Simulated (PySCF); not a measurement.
Sn(H)(NH2) (H3NSn), SMILES [NH2][SnH] (connectivity only; charge and spin as stated), neutral, multiplicity 1.

Coordinates come from a B3LYP-D3(BJ)/def2-TZVP optimisation. The def2 effective core potentials stand for the cores of Sn; spin–orbit coupling is left out.

All values below come from HF/def2-TZVPD in PySCF.

Computed frontier levels, gap, dipole moment and polarisability:
| Item | Value |
|---|---|
| highest occupied level | -8.76 eV |
| lowest empty level | 0.55 eV |
| orbital gap | 9.31 eV |
| dipole moment | 0.58 D |
| quadrupole, principal values (traceless, Buckingham form, about the centre of nuclear charge) | -3.89, 1.88, 2.02 D·Å |
| mean static polarisability | 55.1 bohr³ (8.16 Å³) |
| polarisability, principal values | 47.8, 57.5, 59.9 bohr³ |
